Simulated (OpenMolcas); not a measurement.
Co4+.

- Program: OpenMolcas
- Basis: ANO-RCC-VQZP [7s6p4d3f2g1h]
- Scalar Hamiltonian: DKH2, point nucleus
- Active space: 5 electrons in 5 orbitals (3d)
- State averaging: 2S+1 = 6 even, 1 root; 2S+1 = 4 even, 24 roots; 2S+1 = 2 even, 75 roots
- Spin-orbit coupling: RASSI with atomic mean-field integrals over the reference wave functions, term energies averaged over their components

Two sets of levels on these reference wave functions, in cm⁻¹ above 3d⁵ ⁶S_5/2: one from CASSCF and one from MS-CASPT2, IPEA 0.25 Eh, imaginary shift 0.1 Eh (closed shells correlated: 3s 3p).

```csv
Level,Set 1,Set 2
3d⁵ ⁶S_5/2,0.0,0.0
3d⁵ ⁴G_5/2,42460,38420
3d⁵ ⁴G_7/2,42510,38470
3d⁵ ⁴G_11/2,42520,38480
3d⁵ ⁴G_9/2,42530,38490
3d⁵ ⁴P_5/2,48840,42360
3d⁵ ⁴P_3/2,48950,42490
3d⁵ ⁴P_1/2,49090,42630
3d⁵ ⁴D_7/2,52750,46110
3d⁵ ⁴D_1/2,52890,46250
3d⁵ ⁴D_3/2,53000,46370
3d⁵ ⁴D_5/2,53020,46390
3d⁵ ²I_11/2,60520,56140
3d⁵ ²I_13/2,60620,56260
3d⁵ ²D_5/2(1) [67 %],67810,59350
3d⁵ ²D_3/2(1),68660,60090
```

Problem. Which set is which?

Solution. Set 2 is MS-CASPT2. Its levels of the other terms of 3d⁵ lie at 0.87 to 0.93 of the other set's values, as expected, since terms of lower spin or lower L gain more correlation energy than the Hund ground term. Against 8 measured levels (Sugar and Corliss, J. Phys. Chem. Ref. Data 10, 1097 (1981)) the mean absolute deviation is 1700 cm-1 with it and 8400 cm-1 without; single levels miss by up to 2300 cm-1 with it.

Term energies are means over components that CASPT2 splits; among the terms shown or strongly mixed into the levels shown the widest spread is 200 cm-1 (3d⁵ ⁴G, MS-CASPT2). Without dynamic correlation excited terms often stand tens of per cent too high (terms of higher spin than the ground term too low), and those without a measured partner can miss by more than the paired ones (holds for CASSCF). Blocks of more than 70 roots (2S+1 = 2 even) ran without multistate coupling (holds for MS-CASPT2). Measured partners are found by configuration, term and J. A level has none where our copy of the source lacks it or the pairing is in doubt (some pairs that miss far off the trend of their configuration count as doubtful), and it then counts in no deviation. Levels of configurations outside the active space are missing. The table leaves out levels that lie high or whose names do not pair safely across all columns.

A share in square brackets marks a mixed level and gives the weight of the term that names it, the lowest over the columns. A number in round brackets counts repeated terms of one configuration in the order of the reference energies.
